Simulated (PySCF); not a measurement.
Molecule: benzo[c]thiophene (SMILES c1ccc2cscc2c1).

Geometry (Å), atoms numbered from 1 in this order:
```xyz
15

C    -1.930   -0.390   -0.185
C    -1.704    1.004   -0.058
C    -0.448    1.506    0.083
C     0.655    0.617    0.100
C     1.993    0.909    0.231
S     2.959   -0.498    0.193
C     1.600   -1.514    0.002
C     0.425   -0.798   -0.033
C    -0.901   -1.278   -0.175
H    -2.947   -0.740   -0.292
H    -2.555    1.669   -0.073
H    -0.271    2.567    0.181
H     2.454    1.870    0.347
H     1.733   -2.574   -0.074
H    -1.068   -2.340   -0.271
```

Frames of a GFN2-xTB Langevin trajectory at 300 K; GIAO PBE0/pcSseg-1 shieldings in PySCF 2.14, gas phase, non-relativistic; equivalent atoms averaged within each frame.

Chemical shifts δ = σref − σ; 13C (186.93 ppm), 1H (31.72 ppm) against TMS; CS2 for 33S (503.73 ppm), all at this level. The references are static minima.

Task: How do the shifts (ppm) fluctuate along the trajectory?

Result: 
| time (fs) | C4/C8 | C3/C9 | C1/C2 | C5/C7 | S6 | H12/H15 | H10/H11 | H13/H14 |
| --- | --- | --- | --- | --- | --- | --- | --- | --- |
| optimised geometry | 141.9 | 127.2 | 129.1 | 125.7 | 257 | 7.94 | 7.35 | 7.60 |
| 250 | 142.3 | 140.2 | 137.0 | 128.9 | 276 | 8.41 | 7.48 | 7.47 |
| 425 | 141.2 | 127.4 | 132.6 | 122.3 | 255 | 7.84 | 7.31 | 6.90 |
| 625 | 141.1 | 133.9 | 131.5 | 126.7 | 256 | 9.16 | 8.02 | 7.65 |
| 800 | 139.7 | 128.8 | 124.3 | 142.0 | 293 | 8.19 | 7.15 | 8.30 |
| 1000 | 141.5 | 125.8 | 130.1 | 131.1 | 290 | 7.78 | 7.42 | 7.75 |
| mean of frames | 141.2 | 131.2 | 131.1 | 130.2 | 274 | 8.28 | 7.48 | 7.61 |
| standard deviation | 0.9 | 5.9 | 4.6 | 7.4 | 18 | 0.56 | 0.33 | 0.50 |

5 frames give an uncertainty of the mean of about the standard deviation over 2.2 at best, since frames this close in time may not be independent; classical motion lacks zero-point vibration, and the reference would need the same averaging.
